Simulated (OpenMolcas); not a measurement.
## Ca: effect of correlating more closed shells

```json
{
  "Program": "OpenMolcas 26.06",
  "Basis": "ANO-RCC-VQZP [7s6p3d2f1g]",
  "Scalar Hamiltonian": "DKH2, point nucleus",
  "Active space": "2 electrons in 8 orbitals (4s 4p 5s 5p)",
  "State averaging": "2S+1 = 3 even, 3 roots; 2S+1 = 1 even, 7 roots; 2S+1 = 3 odd, 3 roots; 2S+1 = 1 odd, 3 roots",
  "Spin-orbit coupling": "state interaction with AMFI integrals over the reference wave functions, term energies averaged over their components"
}
```

Methods on the same reference wave functions:
A. CASSCF
B. MS-CASPT2, IPEA 0.25 Eh, imaginary shift 0.1 Eh (closed shells correlated: none)
C. MS-CASPT2, IPEA 0.25 Eh, imaginary shift 0.1 Eh (closed shells correlated: 3s 3p)

Energies in eV above 4s2 1S0, the measured ground level; measured values from NIST Handbook of Basic Atomic Spectroscopic Data.

| Level | A | B | C | Measured |
| --- | --- | --- | --- | --- |
| 4s2 1S0 | 0.0000 | 0.0000 | 0.0000 | 0.0000 |
| 4s 4p 3P* 0 | 1.8090 | 1.742 | 1.874 | 1.8793 |
| 4s 4p 3P* 1 | 1.8136 | 1.747 | 1.879 | 1.8858 |
| 4s 4p 3P* 2 | 1.8229 | 1.756 | 1.888 | 1.8989 |
| 4s 4p 1P* 1 | 3.6607 | 3.260 | 3.261 | 2.9325 |

Deviations, from unrounded energies. A percentage is the sum of absolute deviations over the sum of measured energies, with the sign that they share, or ± where signs differ.

```csv
Against measurement,Levels,A,B,C
mean absolute deviation (cm-1),4,1900,1500,710
other configurations (%),4,±11.0,±8.7,±4.1
```

C lies closest to measurement on these levels and A furthest from it. The largest miss of C in the table is 4s 4p 1P* 1, by +2600 cm-1. The ranking rests on the paired levels alone, and a cruder setting can come out closer through cancelling errors.

Between B and C the level of the table that moves most is 4s 4p 3P* 0, by 1100 cm-1 (lowest in B, highest in C). Moves below CASPT2's spread within the term are not significant.

The lowest spin-free term lies below A's lowest term by 0.001 hartree in B, 0.264 hartree in C.

What an inner shell adds also hangs on whether the basis holds functions to correlate it.

Over all roots computed the reference weight is 0.92 to 1.00 in B, 0.88 to 0.95 in C; the roots of lowest weight are the least certain, and an intruder state may touch them. The run also gave levels led by 4s 5s, which use shells meant for correlation; these and all levels above them are left out. Without dynamic correlation excited terms often stand tens of per cent too high (terms of higher spin than the ground term too low), and those without a measured partner can miss by more than the paired ones (holds for A). Computed and measured levels are paired by configuration, term and J; levels that our copy of the source lacks, or whose pairing is in doubt (as where it misses far off the trend of its configuration), stay unpaired and out of the deviations. Levels of configurations outside the active space are missing. The table leaves out levels that lie high or whose names do not pair safely across all columns.

* marks odd parity.
